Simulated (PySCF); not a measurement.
Electronic absorption of C6H15PS

Compound: C₆H₁₅PS.
SMILES: `CCP(=S)(CC)CC`

Computed, not measured: PySCF, TDDFT CAM-B3LYP/def2-SVPD, vertical, gas phase, core orbitals frozen in the response. The structure is a single PBE0-D3(BJ)/def2-SVP conformer in the gas phase; no vibrational or solvent corrections. Torsions of this conformer, `[CH3:1][CH2:2][P:3](=[S:4])([CH2:5][CH3:6])[CH2:7][CH3:8]`: C1–C2–P3–S4 -57°, C2–P3–C5–C6 -178°, C2–P3–C7–C8 56°.

```csv
state,E (eV),ν̃ (cm⁻¹),f,|μ| (D),"main configurations (H = HOMO, L = LUMO)"
S1,5.95,48010,0.046,1.42,"H→L (35%), H→L+1 (22%), H→L+4 (18%)"
S2,5.97,48170,0.058,1.60,"H-1→L (35%), H-1→L+1 (24%), H-1→L+4 (17%)"
S3,6.18,49830,0.0067,0.54,"H→L (49%), H→L+4 (34%)"
S4,6.25,50400,0.0047,0.44,"H-1→L (46%), H-1→L+4 (38%)"
S5,6.48,52280,0.0007,0.17,"H→L+5 (52%), H→L+2 (21%), H→L+12 (8%)"
S6,6.66,53710,0.015,0.78,"H-1→L+5 (38%), H-1→L+2 (12%), H→L+9 (10%)"
S7,6.77,54620,0.011,0.64,"H→L+1 (35%), H→L+3 (22%), H-1→L+3 (11%)"
S8,6.77,54630,0.0028,0.33,"H-1→L+3 (48%), H-1→L+9 (11%), H-1→L+1 (10%)"
S9,6.79,54740,0.0037,0.38,"H-1→L+1 (36%), H-1→L+4 (19%), H-1→L+7 (14%)"
S10,6.91,55760,0.086,1.81,"H→L+3 (33%), H→L+4 (12%), H→L (12%)"
```

Triplets (Tamm–Dancoff): T1 5.49 eV, H→L+4 (36%), H→L+1 (24%); T2 5.53 eV, H-1→L+4 (35%), H-1→L+1 (24%), H-1→L (9%); T3 6.03 eV, H→L (67%), H→L+4 (14%); T4 6.09 eV, H-1→L (65%), H-1→L+4 (16%).

The lowest singlet comes at 208 nm (574 kJ/mol) in the ultraviolet; it is of moderate strength; its leading configuration is HOMO→LUMO (35%). The most intense listed level is S10 at 6.91 eV (179 nm, f = 0.086), 0.96 eV above S1. It is the last of those listed, so stronger ones may follow. S7/S8 lie within about 0.01 eV of each other. Löwdin shares by element: HOMO sulfur 75%, phosphorus 13%, carbon 5% or more; LUMO carbon 28% or more, hydrogen 6% or more (atoms not listed hold the other 66%). The listed states span 0.96 eV, and the widest gap between neighbours is 0.23 eV (S4 to S5). Weighted by f, the mean energy of these states is 6.43 eV. Orbital energies (eV): HOMO-3 -10.75, HOMO-2 -10.46, HOMO-1 -7.47, HOMO -7.43, LUMO 0.90, LUMO+1 1.61, LUMO+2 1.65. No computed singlet lies in the visible range (380 to 750 nm); the lowest, at 208 nm, stands 2.69 eV above its violet end (3.26 eV). The vertical ionisation energy (ΔSCF) is 8.11 eV, 1.19 eV above S10. Singlets were solved by full linear response, triplets in the Tamm–Dancoff approximation.

Hardware: one thread of an Arm Neoverse V1, no GPU, shared host. Cost: 3.9 min of wall time, 1.8 GiB resident at most.
